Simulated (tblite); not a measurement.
Compound: C6H9FO.
Atom-mapped SMILES: `[CH3:1][CH2:2][O:3][C@@:4]1([CH3:5])[CH:6]=[C:7]1[F:8]` (hydrogens: H9, H10, H11 on C1; H12, H13 on C2; H14, H15, H16 on C5; H17 on C6)

Computed with GFN2-xTB (tblite), gas phase: Langevin dynamics at 300 K from the optimised GFN2-xTB geometry, time step 0.5 fs, friction 0.01 fs⁻¹, 2000 steps. The instantaneous temperature is 2·E(kin)/(3Nk) with all 3N coordinates.

```csv
t (fs),T (K),E(pot) above start (eV),C1–C2 (Å),C2–O3 (Å),O3–C4 (Å),C4–C5 (Å),C4–C6 (Å),C1–H9 (Å),C1–C2–O3–C4 (°)
0,259,0.000,1.520,1.418,1.401,1.517,1.528,1.087,-172
25,222,0.339,1.523,1.483,1.378,1.516,1.491,1.090,-165
50,237,0.419,1.535,1.455,1.398,1.545,1.550,1.065,-161
75,317,0.461,1.544,1.402,1.387,1.476,1.504,1.081,-156
100,184,0.582,1.544,1.376,1.433,1.466,1.568,1.084,-148
125,263,0.578,1.557,1.393,1.422,1.460,1.574,1.127,-139
150,233,0.472,1.544,1.414,1.392,1.509,1.542,1.074,-130
175,342,0.452,1.553,1.475,1.386,1.511,1.556,1.060,-130
200,351,0.668,1.511,1.399,1.347,1.515,1.494,1.107,-143
225,347,0.642,1.528,1.431,1.387,1.550,1.630,1.071,-152
250,386,0.633,1.568,1.391,1.422,1.470,1.487,1.075,-156
275,399,0.656,1.571,1.390,1.458,1.512,1.569,1.112,-158
300,351,0.702,1.553,1.448,1.397,1.548,1.490,1.088,-168
325,317,0.731,1.537,1.476,1.353,1.608,1.539,1.071,-170
350,266,0.829,1.509,1.454,1.400,1.566,1.506,1.125,-169
375,336,0.583,1.533,1.417,1.436,1.577,1.489,1.112,176
400,287,0.480,1.531,1.387,1.429,1.533,1.494,1.048,175
425,376,0.397,1.525,1.412,1.425,1.557,1.502,1.078,174
450,217,0.803,1.537,1.446,1.401,1.596,1.523,1.121,169
475,308,0.504,1.509,1.473,1.366,1.564,1.516,1.107,174
500,338,0.536,1.513,1.436,1.426,1.584,1.503,1.082,177
525,335,0.636,1.485,1.420,1.411,1.536,1.536,1.096,169
550,342,0.702,1.522,1.430,1.417,1.500,1.532,1.095,169
575,425,0.358,1.561,1.411,1.435,1.512,1.496,1.074,-179
600,180,0.484,1.535,1.381,1.440,1.502,1.544,1.052,-166
625,232,0.343,1.552,1.425,1.413,1.514,1.498,1.116,-175
650,234,0.407,1.535,1.422,1.384,1.490,1.535,1.096,180
675,255,0.381,1.508,1.453,1.374,1.525,1.590,1.057,-172
700,246,0.560,1.524,1.454,1.365,1.500,1.524,1.060,-176
725,190,0.659,1.503,1.394,1.415,1.532,1.565,1.097,-179
750,275,0.579,1.519,1.343,1.360,1.519,1.563,1.077,-172
775,317,0.497,1.528,1.448,1.415,1.473,1.571,1.090,-175
800,302,0.489,1.513,1.494,1.409,1.493,1.537,1.101,-179
825,249,0.556,1.523,1.382,1.415,1.474,1.550,1.064,-179
850,252,0.553,1.535,1.394,1.437,1.546,1.554,1.050,173
875,227,0.443,1.550,1.440,1.387,1.486,1.515,1.104,179
900,385,0.403,1.528,1.439,1.387,1.510,1.523,1.086,177
925,322,0.577,1.463,1.401,1.468,1.565,1.504,1.079,-175
950,372,0.596,1.575,1.433,1.427,1.554,1.490,1.118,179
975,365,0.763,1.638,1.437,1.350,1.555,1.494,1.080,179
1000,398,0.702,1.548,1.390,1.428,1.561,1.509,1.073,175
```

Question: From 500 fs on, how do temperature and potential energy compare with equipartition?

Answer: The mean temperature of these 21 frames is 297 K against the target 300 K, and the mean potential energy 0.53 eV against 45 × kT/2 = 0.58 eV for 45 classical harmonic modes. For 17 atoms in a canonical ensemble the temperature itself scatters by T·√(2/(3N)) = 59 K; here its standard deviation is 68 K. The whole run lasts only 10 friction times of 100 fs, so these averages carry a wide statistical error.

Question: What are the kinetic and total energies of the listed frame with the highest potential energy?

Answer: The one at 350 fs, 0.829 eV above the start. Its kinetic energy is 3NkT/2 = 0.584 eV at 266 K, so the sum is 1.41 eV; over the listed frames the sum runs from 0.57 to 1.58 eV, since the thermostat adds and removes energy.

Question: How much do the listed bonds fluctuate from 500 fs on?

Answer: 
```
 bond  at the start (Å)  mean (Å)  standard deviation (Å)
C1–C2             1.520     1.531                   0.034
C2–O3             1.418     1.420                   0.032
O3–C4             1.401     1.408                   0.029
C4–C5             1.517     1.520                   0.031
C4–C6             1.528     1.530                   0.028
C1–H9             1.087     1.083                   0.019
```

The motion is classical and holds no zero-point motion.

What follows is the cost of the whole dynamics run. Time: 6.4 s of wall time; peak memory 0.18 GiB. Hardware: one thread, AMD EPYC 9R45 (x86_64), no GPU, shared host with 96 logical CPUs at a one-minute load of 14.
